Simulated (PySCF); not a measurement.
## Fractional electron number in Co²⁺ (cobalt, charge +2)

The 3d beta orbital of [Ar] 3d7 is emptied in steps (occupation f), with all orbitals relaxed, ending at [Ar] 3d6. Calculation: PySCF 2.14, in aug-pcseg-2 (7s5p4d3f2g, 81 functions); the non-relativistic Hamiltonian (point nucleus). The exact energy is a straight line in f; departures are measured from the line between the end points of the same method.

```
  f  MN15 (eV)
  1      0.000
0.9     -0.423
0.7     -0.995
0.5     -1.193
0.3     -1.009
0.1     -0.435
  0      0.000
```

Problem. For MN15, how does the orbital energy at f = 1 compare with the removal energy?

Solution. −ε = 28.947 eV against a total-energy difference of 33.619 eV. By Janak's theorem ε = ∂E/∂f, so the gap between them reflects the curvature. Along the path −ε is 29.843 (f = 0.9), 31.683 (f = 0.7), 33.576 (f = 0.5), 35.511 (f = 0.3), 37.473 (f = 0.1) eV.

Reference removal energy between the ground levels: 33.5 ± 0.06 eV (semi-empirical (NIST evaluation); NIST Atomic Spectra Database, ionization energies). The calculation has no spin-orbit coupling. The determinant left behind need not be the lowest term of the ion.
